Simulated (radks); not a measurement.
Results of a calculation; reference values are marked as such.
All-electron atom: In III in [Kr] 4d10 5s1. Level of theory: Dirac Kohn-Sham, PBE, spin-unpolarised, spherical densities, point nucleus; speed of light set to 205.554 atomic units (1.5 times the physical value, a model run) (a radial shooting solver on a logarithmic mesh with Libxc functionals).

Normalised radial functions P(r) = r R(r) (large component), r in bohr:

```
   r/bohr * 4s1/2 (the largest magnitude, 1.26, reaches the edge; | marks zero)
  0.00318                             |  *
 0.003644                             |  *
 0.004208                             |  *
  0.00486                             |   *
 0.005613                             |   *
  0.00643                             |   *
 0.007426                             |    *
 0.008577                             |    *
 0.009826                             |    *
  0.01135                             |     *
  0.01311                             |     *
  0.01514                             |     *
  0.01734                             |     *
  0.02003                             |     *
  0.02313                             |    *
   0.0265                             |   *
   0.0306                             |  *
  0.03534                             |*
  0.04081                            *|
  0.04676                          *  |
    0.054                        *    |
  0.06237                      *      |
  0.07145                    *        |
  0.08252                   *         |
   0.0953                   *         |
   0.1101                     *       |
   0.1261                       *     |
   0.1456                           * |
   0.1682                             |  *
   0.1927                             |       *
   0.2225                             |            *
    0.257                             |              *
   0.2968                             |             *
     0.34                             |          *
   0.3927                             |   *
   0.4535                         *   |
   0.5196                *            |
   0.6001        *                    |
    0.693   *                         |
   0.8003  *                          |
   0.9169    *                        |
    1.059        *                    |
    1.223              *              |
    1.401                  *          |
    1.618                       *     |
    1.869                          *  |
    2.158                           * |
    2.473                            *|
    2.856                             *
    3.298                             *
    3.778                             *
    4.364                             *
    5.039                             *
     5.82                             *
    6.668                             *
      7.7                             *
```

4s1/2: eigenvalue -132.39 eV, 3 radial nodes at r = 0.0387, 0.153, 0.423 bohr, <r> = 0.865 bohr, 90 % of the charge inside 1.25 bohr.
